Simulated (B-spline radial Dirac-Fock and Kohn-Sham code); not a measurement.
## Ne⁶⁺: input and output of one calculation

ΔSCF core binding energies without Breit or QED terms, calculated with a B-spline atomic structure program. Keys: rel is the Hamiltonian (dirac, or spin-free x2c and nr, where L3 and M5 stand for the whole 2p and 3d shells), method is hf or an exchange,correlation pair (spin-unpolarised, also for the hole states), nuc the nuclear model, radius_factor scales its radius, rmax is the box in bohr, h the logarithmic mesh step, order the B-spline order, points the quadrature points per cell, c_factor scales the speed of light, and damp, ndamp, maxit and tol steer the iteration. The run stops when the commutator error falls below 10·tol·max(1, Z/10), or the numerical noise floor, and the energy has settled to about 1e-8 Ha; the virial ratio is −V/T.

Input (task.json):

```json
{"items": [{"Z": 10, "q": 6, "cfg": [[1, 0, 2], [2, 0, 2]], "A": 20, "rrms": 3.0055, "do": "settings", "holes": ["K", "L3", "M5"],
  "settings": [{"rel": "dirac", "method": "hf", "nuc": "gauss", "radius_factor": 1.0, "rmax": 45.0, "h": 0.3, "order": 5, "points": 10, "c_factor": 1.0, "maxit": 60, "damp": 0.0, "ndamp": 3, "tol": 1e-08}]}]}
```

Command: `python xray2_run.py task.json out`

Ground-state iterations:

```
iter   energy (Ha)        error
   1     -109.37722318  1.30e+00
   2     -110.25488591  2.93e-02
   3     -110.25594104  1.84e-03
   4     -110.25594787  1.69e-04
   5     -110.25594793  1.68e-05
   6     -110.25594793  1.57e-07
   7     -110.25594793  3.60e-09
```

The ground state converged in 7 iterations, with total energy -110.25595 Ha, virial ratio 1.99737 and highest orbital energy -204.12 eV. ΔSCF binding energies: K (1s) 1099.8 eV. Holes are computed only in closed shells, and unreliable hole states are left out.
